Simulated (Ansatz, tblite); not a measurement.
Cost and result up the ladder for Li₆H₅⁺ (11 atoms). The state is a singlet with charge 1. Geometry: r2SCAN-D4/def2-TZVP.

```xyz
11

Li    0.6334    0.9241   -0.0596
Li   -0.9483   -1.3131   -0.1400
Li    1.3226   -0.2371   -2.1882
Li    1.0898   -1.1776    1.4352
Li   -0.9628    0.2493    1.9080
Li   -1.2705    1.5699   -1.5835
H     0.8017    0.6042    1.6535
H     0.8906   -0.9713   -0.5967
H    -0.6825   -1.5062    1.5629
H     0.4535    1.2897   -1.9094
H    -1.3275    0.5681   -0.0823
```

Ansatz on 4 threads of Arm Neoverse V2 on a shared host; xTB runs through tblite on one thread. Times are rough, summed over both states, and most runs start from the orbitals of an earlier one. PBE0-D4/def2-TZVP serves as the yardstick here, not as an exact answer. The other state is a triplet.

The xTB rows come from tblite. HOMO above LUMO, or a gap near zero within one spin, warns that the state may not be the lowest or that an electron is smeared out. The structure comes from a short search, and lower isomers may exist.

xTB has no spin-polarisation term.

```json
{"level": "PBE0-D4/def2-TZVP", "functions": "114", "vertical triplet (eV)": "4.66", "difference from PBE0-D4/def2-TZVP (eV)": "0.00", "remarks": "–"}
{"level": "r2SCAN-D4/def2-TZVP", "functions": "114", "vertical triplet (eV)": "4.45", "difference from PBE0-D4/def2-TZVP (eV)": "-0.20", "remarks": "gap within one spin near zero (triplet)"}
{"level": "PBE-D4/def2-TZVP (with forces)", "functions": "114", "vertical triplet (eV)": "4.20", "difference from PBE0-D4/def2-TZVP (eV)": "-0.46", "remarks": "gap within one spin near zero (triplet)"}
{"level": "GFN1-xTB", "functions": "34", "vertical triplet (eV)": "3.80", "difference from PBE0-D4/def2-TZVP (eV)": "-0.85", "remarks": "–"}
{"level": "GFN2-xTB", "functions": "29", "vertical triplet (eV)": "4.91", "difference from PBE0-D4/def2-TZVP (eV)": "0.26", "remarks": "–"}
```

Problem. Estimate how long each takes.

Solution. GFN1-xTB 0.007 s; GFN2-xTB 0.007 s; PBE-D4/def2-TZVP (with forces) 2.5 s; PBE0-D4/def2-TZVP 3.2 s; r2SCAN-D4/def2-TZVP 4.4 s. On shared hardware such times vary by a factor of up to 3.
